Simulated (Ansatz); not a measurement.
```xyz
9

F     0.5285    0.5859    2.6608
B    -0.0043    0.6595    1.4540
O     0.6675    0.0730    0.4450
C     0.1431    0.0621   -0.8610
S    -0.8877   -1.3727   -1.2152
H    -1.0346    1.2479    1.2942
H     0.9844    0.0947   -1.5507
H    -0.5007    0.9273   -1.0405
H     0.1039   -2.2776   -1.1866
```

Charge 0, multiplicity 1.

Question: List the PBE0/def2-TZVPP orbital energies in eV (the Gaussian-basis code of Ansatz). (Best estimate.)

Answer: The calculation gave: Occupied: -2422.73, -674.13, -523.77, -280.97, -218.06, -186.47, -161.92, -161.83, -161.68, -33.89, -29.86, -22.17, -18.77, -16.08, -14.89, -14.37, -13.43, -12.78, -12.29, -11.52, -10.53, -9.68, -9.22, -7.52. Lowest empty: -0.06, 0.34, 1.22, 1.81, 2.14, 2.32, 2.92, 3.11.
